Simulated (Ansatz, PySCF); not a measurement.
CH7FOSi3, SMILES F[SiH2][C@H]1O[SiH2][SiH2]1. Atoms are numbered in the order given.

```xyz
13

F     -2.6935     1.0554     0.4165
Si    -1.7733     0.1694    -0.5975
C     -0.3355    -0.5488     0.3713
O      0.4632    -1.2771    -0.6002
Si     2.0381    -0.6368    -0.4979
Si     0.9564     0.7177     1.0628
H     -1.2395     1.0726    -1.6554
H     -2.6304    -0.8950    -1.1876
H     -0.6902    -1.2328     1.1641
H      2.5031    -0.0744    -1.8009
H      3.0371    -1.6504    -0.0423
H      1.2536     0.6045     2.5215
H      0.6773     2.1442     0.7170
```
Charge 0, spin multiplicity 1.

Geometry optimised at PBE0-D3(BJ)/def2-SVP. The structure was generated by enumeration; whether it is a known compound was not checked. Other conformers were not sampled.

Two levels are set side by side: PBE-D3(BJ)/def2-SVP (Ansatz, a program for electronic structure) and PBE0-D3(BJ)/def2-SVP (Ansatz). Each level has its own optimised geometry; the coordinates shown are those of the second. Frequencies come from the Hessian of PySCF at each geometry. Differences are taken from unrounded values.

| quantity | PBE0-D3(BJ) |
|---|---|
| mean bond length (Å) | 1.615 |
| bond F1–Si2 (Å) | 1.631 |
| bond Si2–C3 (Å) | 1.877 |
| bond C3–O4 (Å) | 1.453 |
| bond C3–Si6 (Å) | 1.937 |
| bond O4–Si5 (Å) | 1.703 |
| bond Si5–Si6 (Å) | 2.332 |
| bond Si2–H7 (Å) | 1.490 |
| bond Si2–H8 (Å) | 1.489 |
| bond C3–H9 (Å) | 1.106 |
| bond Si5–H10 (Å) | 1.493 |
| bond Si5–H11 (Å) | 1.494 |
| bond Si6–H12 (Å) | 1.493 |
| bond Si6–H13 (Å) | 1.494 |
| highest harmonic wavenumber (cm⁻¹) | 3064 |
| mean harmonic wavenumber (cm⁻¹) | 1009 |
| zero-point energy (kcal/mol) | 47.59 |

Problem. What does PBE-D3(BJ) give, and how far is it from PBE0-D3(BJ)? (Estimate from the structure and the level; the computed values follow.)

Solution. 
```csv
quantity,PBE-D3(BJ),PBE-D3(BJ) minus PBE0-D3(BJ)
mean bond length (Å),1.628,0.013
bond F1–Si2 (Å),1.646,0.015
bond Si2–C3 (Å),1.890,0.013
bond C3–O4 (Å),1.472,0.019
bond C3–Si6 (Å),1.948,0.011
bond O4–Si5 (Å),1.723,0.020
bond Si5–Si6 (Å),2.343,0.010
bond Si2–H7 (Å),1.501,0.012
bond Si2–H8 (Å),1.500,0.012
bond C3–H9 (Å),1.114,0.008
bond Si5–H10 (Å),1.506,0.012
bond Si5–H11 (Å),1.507,0.012
bond Si6–H12 (Å),1.504,0.011
bond Si6–H13 (Å),1.505,0.011
highest harmonic wavenumber (cm⁻¹),2971,-94
mean harmonic wavenumber (cm⁻¹),971,-38
zero-point energy (kcal/mol),45.80,-1.79
```

Exact exchange shortens and stiffens bonds; PBE has none. Differences between two approximate levels are no errors against the true value.
